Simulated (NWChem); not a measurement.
A series in which one site is exchanged, each optimised at PBE0/def2-SVP with NWChem, gas phase unless a solvent is named. This build's default masses of Se (78.918 u) and Br (79.917 u) are each other's, which moves their modes by up to 0.6 %. Some are not confirmed as minima by frequencies. def2 effective core potentials on I; no spin-orbit coupling.

A: [MgH][SiH3] (MgSiH₄; site = H)
B: [SiH3][Mg][I] (MgSiH$_{3}$I; site = I)
C: [SiH3][Mg][Br] (MgSiH3Br; site = Br)
D: [SiH3][Mg][Cl] (MgSiH3Cl; site = Cl)

```csv
quantity,A,B,C,D
"dipole (D), PBE0/def2-SVP",0.61,[?],1.33,1.38
"orbital gap (eV), PBE0/def2-SVP",5.84,[?],6.30,6.37
"static polarisability, PBE0/def2-SVPD (bohr³)",68.5,[?],86.6,76.8
"lowest singlet excitation, PBE0/def2-SVPD, TDA (eV)",4.62,[?],5.43,5.57
```

Question: Complete the blanks.

Answer: 
- dipole (D), PBE0/def2-SVP, B: 1.20
- orbital gap (eV), PBE0/def2-SVP, B: 6.14
- static polarisability, PBE0/def2-SVPD (bohr³), B: 103.6
- lowest singlet excitation, PBE0/def2-SVPD, TDA (eV), B: 5.00
